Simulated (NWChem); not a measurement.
SnNH$_{5}$O; SMILES [NH2][SnH2][OH]

```xyz
8

Sn    -0.2912     0.0041    -0.0005
N      0.8504    -1.6698     0.0028
O      0.9553     1.5650    -0.0058
H     -1.2165     0.0285     1.4421
H     -1.2168     0.0153    -1.4425
H      1.4357    -1.7553    -0.8260
H      1.4605    -1.7353     0.8155
H      0.5000     2.4114     0.0645
```
Atoms are numbered in this order, from 1.

Program: NWChem. The geometry was optimised at PBE0/def2-SVP. def2 effective core potentials on Sn; no spin-orbit coupling. Level M06-L/def2-SVP: energy and gradient on several grids; changes count from the extra-fine grid, which is no exact limit either.

Which is the coarsest grid (fine; coarse; medium; xfine; xcoarse) from which on the energy stays within 100 μHa and each gradient component within 200 μHa/bohr of xfine?

fine.
```tsv
grid	size of the energy change (μHa)	largest change of a gradient component (μHa/bohr)	time, medium = 1 (rough)
xcoarse	6000	10000	about 1
coarse	1000	4000	about 1
medium	90	400	about 1
fine	< 10	100	about 1
xfine	< 10	< 30	3
```
